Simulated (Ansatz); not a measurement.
Reactions of C$_{4}$H$_{6}$F$_{4}$ (`CC(F)(F)CC(F)F`).

Calculated with Ansatz (gas phase, PBE0-D4/def2-TZVP geometries, no zero-point term in ΔE). CBS: MP2 limit from def2 TZ/QZ plus the TZ coupled-cluster correction, frozen cores. This one scheme is used for every species. DFT in def2-TZVPP. For Ge outer-core shells are correlated without core-valence functions, which leaves a few kJ/mol of doubt a bond. Scalar relativity is left out up to krypton. One conformer a species, not always the lowest.

| reaction | MP2/CBS(def2) (kcal/mol) | CCSD/CBS(def2) (kcal/mol) | PBE0-D4 (kcal/mol) | B2PLYP (kcal/mol) | CCSD(T)/CBS(def2) (kcal/mol) |
| --- | --- | --- | --- | --- | --- |
| `CC(F)(F)CC(F)F` + H–F → `FCC(F)F` + `CC(F)F` | 20.9 | 17.9 | 16.3 | 14.4 | 18.8 |
| `CC(F)(F)CC(F)F` + CH₃OH → `COC(F)F` + `CC(C)(F)F` | -3.0 | -3.2 | -4.4 | -4.9 | -3.2 |
| `CC(F)(F)CC(F)F` + `B[SiH](N)F` → `B[Si](C)(N)F` + `FC(F)CC(F)F` | -5.8 | -5.6 | -6.3 | -5.9 | -5.4 |
| `CC(F)(F)CC(F)F` + `C[O][GeH]([OH])[Cl]` → `C[O][GeH]([Cl])[O]C` + `FC(F)CC(F)F` | 20.4 | 19.2 | 18.7 | 17.9 | 19.4 |
| `CC(F)(F)CC(F)F` + `OCF` → `FCOC(F)F` + `CC(C)(F)F` | 0.9 | 0.3 | -0.4 | -0.9 | 0.5 |

Largest T1 diagnostic: 0.012, for `FCOC(F)F`.
